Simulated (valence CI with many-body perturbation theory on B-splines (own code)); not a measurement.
# Energy levels of Tl LX

Method: relativistic CI+MBPT: four valence electrons over a frozen Dirac-Fock core [Ar], a basis of 7 s, 7 p, 8 d, 6 f, 4 g, 1 h functions for each j, with the one-electron correlation potential Σ1, the two-electron term Σ2, the three-electron term Σ3, Breit, model QED; selected CI, second order for the rest (own B-spline code, finite nucleus).

The last digits are not significant, and no measured levels were compared; by estimate large intervals hold to a few tenths of a per cent, small ones and those within an open d or f shell to about a per cent. The list stops below the first excitations out of the core. Only levels of the ground parity were solved; by the run's estimate the other parity begins above the list, which can be wrong where configurations are misplaced.

Levels 1 to 18 of 18, with energies above the lowest level, (3d3/2^4) J=0. "Leading %" is the weight of the configuration and term that name the level; weights of strongly mixed levels are sums over their largest components and can fall short. In the jj column 3d3/2^4 stands for four electrons in 3d with j = 3/2. Lifetimes count E1, E2, E3, M1 and M2 decay at the calculated energies, and are blank where another channel may lead or the interval is too uncertain; long ones can be off by a factor of two.

```csv
No.,Configuration,Term,J,E (cm⁻¹),Leading %,Leading jj,Lifetime
1,3d4,3P,0,0,61,3d3/2^4 (99 %),
2,3d4,5D,1,822640,55,3d3/2^3 3d5/2 (100 %),76.5 ns
3,3d4,3F,4,926620,28,3d3/2^3 3d5/2 (99 %),
4,3d4,5D,2,964090,27,3d3/2^3 3d5/2 (98 %),26.9 μs
5,3d4,3F,3,992550,31,3d3/2^3 3d5/2 (98 %),
6,3d4,5D,2,1721900,58,3d3/2^2 3d5/2^2 (98 %),45.7 ns
7,3d4,5D,0,1723300,68,3d3/2^2 3d5/2^2 (99 %),33.9 ns
8,3d4,3H,4,1746600,40,3d3/2^2 3d5/2^2 (99 %),75.5 ns
9,3d4,5D,3,1766700,48,3d3/2^2 3d5/2^2 (97 %),77.3 ns
10,3d4,3H,5,1794200,66,3d3/2^2 3d5/2^2 (100 %),160 ns
11,3d4,1I,6,1817700,55,3d3/2^2 3d5/2^2 (100 %),
12,3d4,3D,1,1850300,45,3d3/2^2 3d5/2^2 (98 %),82.9 ns
13,3d4,3F,3,1870300,45,3d3/2^2 3d5/2^2 (99 %),120 ns
14,3d4,3G,4,1876000,52,3d3/2^2 3d5/2^2 (99 %),420 ns
15,3d4,3F,2,1896000,33,3d3/2^2 3d5/2^2 (99 %),263 ns
16,3d4,3F,2,2012300,54,3d3/2^2 3d5/2^2 (99 %),70.8 ns
17,3d4,3F,4,2060400,65,3d3/2^2 3d5/2^2 (99 %),257 ns
18,3d4,1D,2,2182800,48,3d3/2^2 3d5/2^2 (97 %),1.35 μs
```

The ionisation energy to 3d3 2D_3/2 of the next ion comes out as 6241 eV (NIST: 6241 ± 7 eV (theoretical)). All 18 levels together are meant to be complete up to 2196100 cm⁻¹.
